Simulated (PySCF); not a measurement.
**[RhO2]-: bend–stretch map**

Level of theory: PySCF, B3LYP, basis Rh def2-SVPD with ECP28, O def2-SVPD (scalar-relativistic core potentials, no spin–orbit coupling, density fitting).

Rigid scan from the singlet minimum (Rh–O 1.718 Å (×2); O–Rh–O 162.3°). Coordinate: rows scale both bonds, columns set the O–Rh–O angle. Energies in kJ/mol from the minimum.

```tsv
scale \ angle	90	105	120	135	150	165	180
0.94	349.8	224.3	?	75.9	54.4	56.7	61.5
0.97	283.6	171.4	?	36.4	14.4	13.0	15.6
1.00	248.3	147.6	72.9	25.3	3.6	0.1	1.3
1.03	236.5	145.9	78.4	35.1	14.4	9.9	10.2
1.06	242.4	160.5	99.5	?	41.0	?	35.8
1.10	270.0	198.0	144.5	110.2	93.0	88.1	?
```

Fill in the five missing cells, row by row.

132.3, 88.5, 60.2, 36.0, 87.6.

The bond scale of lowest energy on the grid is 1.03 at 90°, 1.03 at 105°, 1.00 at 120°, 1.00 at 135°, 1.00 at 150°, 1.00 at 165°, 1.00 at 180°.
